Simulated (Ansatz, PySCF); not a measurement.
Spin states of HORe (SMILES [OH][Re]), each relaxed with B3LYP-D3(BJ)/def2-TZVP.
State 1 (charge 0, multiplicity 5):
| atom | x (Å) | y (Å) | z (Å) |
|---|---|---|---|
| Re | -0.9556 | -0.6629 | -0.8290 |
| O | 0.4434 | -0.1226 | 0.2996 |
| H | 0.4790 | 0.8328 | 0.4591 |
State 2 (charge 0, multiplicity 7):
| atom | x (Å) | y (Å) | z (Å) |
|---|---|---|---|
| Re | -1.0412 | -0.7959 | -0.9120 |
| O | 0.3805 | -0.0170 | 0.2669 |
| H | 0.6275 | 0.8602 | 0.5747 |

Singlets are restricted, other states unrestricted; no spin–orbit coupling, no relativity up to Kr; see below for the cores. The largest T1 diagnostic is 0.051.

Correlated levels freeze the inner cores; with def2 sets outer-core shells near the valence are correlated too.

Programs: Ansatz (a first-principles code) with Gaussian orbitals; PySCF for the dispersion terms. Each number belongs to the level named beside it. In def2 rows elements past Kr take small-core potentials, without spin–orbit coupling.

| level | energy of the multiplicity-7 state less that of the multiplicity-5 state (eV) |
|---|---|
| BLYP-D4/def2-TZVPP | 0.989 |
| r2SCAN-D4/def2-TZVPP | 0.132 |
| B3LYP-D4/def2-TZVPP | 0.780 |
| PBE0-D3(BJ)/def2-TZVPP | 0.316 |
| CAM-B3LYP-D4/def2-TZVPP | 0.701 |
| wB97M-V/def2-TZVPP | 0.565 |
| CCSD/def2-SVP | 0.283 |
| CCSD/def2-TZVPP | [?] |
| CCSD(T)/def2-TZVPP | [?] |

**Question.** Complete the blanks.

**Answer.** 
- CCSD/def2-TZVPP, energy of the multiplicity-7 state less that of the multiplicity-5 state (eV): 0.187
- CCSD(T)/def2-TZVPP, energy of the multiplicity-7 state less that of the multiplicity-5 state (eV): 0.359

Doubts at one or more of the structures used: a spin-contaminated determinant (CCSD/def2-SVP, CCSD/def2-TZVPP, CCSD(T)/def2-TZVPP); T1 above 0.05 (CCSD/def2-TZVPP, CCSD(T)/def2-TZVPP).
